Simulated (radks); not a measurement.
Radial electron density D(r) = 4 pi r^2 rho(r) of an atom or ion with 16 electrons. Method: Dirac Kohn-Sham, PBE, spin-unpolarised, spherical densities, finite nucleus; Fermi nuclear charge, rms radius of each element as measured or else 0.836 A^(1/3) + 0.57 fm; computed with a radial shooting solver on a logarithmic mesh with Libxc functionals.

r (bohr)  D(r) (e/bohr)
0.00405          0.7212
0.004566         0.8981
0.00519           1.132
0.005899          1.422
0.006651          1.756
0.007559          2.190
0.008591          2.720
0.009687          3.317
0.01101           4.076
0.01241           4.917
0.01411           5.963
0.01603           7.171
0.01808           8.454
0.02055           9.974
0.02335           11.63
0.02633           13.26
0.02993           15.04
0.03374           16.66
0.03835           18.25
0.04359           19.57
0.04914           20.46
0.05585           20.93
0.06298           20.87
0.07157           20.26
0.08135           19.16
0.09172           17.84
0.1042            16.39
0.1185            15.19
0.1336            14.57
0.1518            14.65
0.1712            15.46
0.1946            16.98
0.2211            18.77
0.2493            20.24
0.2834            21.05
0.3221            20.67
0.3631            19.10
0.4127            16.31
0.4653            13.09
0.5289            9.658
0.6011            6.842
0.6777            5.130
0.7703            4.354
0.8685            4.386
0.9871            4.785
1.122             5.088
1.265             4.996
1.438             4.423
1.634             3.491
1.842             2.509
2.094             1.565
2.361            0.8948
2.683            0.4327
3.05             0.1806
3.438           0.06845
3.908           0.02024
4.441          0.004836
5.008          0.001018
5.692         0.0001492

What is the nuclear charge?

Answer. Z = 18. The innermost maximum, from 1s, lies near gamma/Z bohr with gamma = sqrt(1 - (Z/c)^2) = 0.991, here 0.0551 bohr (found: 0.0586), and its height grows with Z. The density is that of the argon ion Ar2+ in [Ne] 3s2 3p4; the configuration itself is not fixed sharply by these data, and Z only to about a unit. D(r) has 3 maxima, at r = 0.0586, 0.290, 1.16 bohr, and minima at 0.141, 0.808 bohr, inside which lie 2.18, 10.37 electrons.
